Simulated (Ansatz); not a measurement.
Ideal-gas functions of `[Br][Bi]([Br])[Br]` at 800 K and 1 bar, from an Ansatz frequency run at PBE0-D4/def2-TZVP.

Molar mass 448.69 g/mol, point group C3v (symmetry number 3), electronic degeneracy 1, moments of inertia 786.432, 786.492, 1230.272 u Å². Harmonic wavenumbers (cm⁻¹, unscaled): 65, 65, 80, 220, 220, 231.

Use S(trans) = R[1.5 ln M + 2.5 ln T − 1.1517]; rotational temperatures θ = 24.2544 K / I; S(rot) = R[ln(√π/σ · √(T³/θAθBθC)) + 1.5]; for each mode x = 1.438777 ν̃/T, S = R[x/(eˣ − 1) − ln(1 − e⁻ˣ)] and H = RT x/(eˣ − 1); 1 cm⁻¹ = 0.0119627 kJ/mol; R = 8.31446 J/(mol·K).

**Question.** By hand: the entropy, in J/(mol·K).

**Answer.** Translation 205.5. Rotation: θ = 0.0308, 0.0308, 0.0197 K, giving 136.7. Vibration, mode by mode: 26.17, 26.17, 24.44, 16.08, 16.08, 15.68, in all 124.6. Electronic 0.0. Sum 466.8 J/(mol·K).

**Question.** By hand: H − E and G − E in kJ/mol, counted from the electronic energy.

**Answer.** Zero-point energy ½ × 881 × 0.0119627 = 5.3; thermal vibration 34.9; translation, rotation and pV give 4 RT = 26.6. H − E = 66.8 kJ/mol, and G − E = 66.8 − 800 × 466.8/1000 = -306.6 kJ/mol.

Vibration gives 27 % of the entropy, 76.8 J/(mol·K) of it from the modes under 150 cm⁻¹: soft modes count most, and the harmonic formula is weakest for them.
